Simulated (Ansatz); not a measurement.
Mulliken charges of `C[Se][Al]([Cl])[Cl]` from ωB97M-V/def2-TZVPP in Ansatz (PBE0-D4/def2-TZVP geometry).

```csv
atom,x (Å),y (Å),z (Å),charge (e)
C1,-1.167,-0.818,-0.495,-0.392
Se2,0.263,-1.162,0.809,-0.087
Al3,1.397,0.811,0.651,0.430
Cl4,3.059,1.138,1.860,-0.196
Cl5,0.816,2.291,-0.702,-0.204
H6,-0.846,-0.096,-1.240,0.141
H7,-2.045,-0.452,0.032,0.156
H8,-1.385,-1.771,-0.971,0.152
```

Q: By hand: the dipole of these point charges (1 e Å = 4.8032 D).

A: Σ q r = (-0.380, -0.273, -0.135) e Å, of length 0.487 e Å = 2.34 D.

Q: How does the dipole of the full density compare? (Best estimate.)

A: Computed: (-0.343, -0.136, -0.186) e Å, 1.98 D; the point charges give 1.18 times that, at 17° from its direction.

Point charges leave out the atoms' own dipoles, such as those of lone pairs, and Mulliken's split depends on the basis, so the two needn't agree.
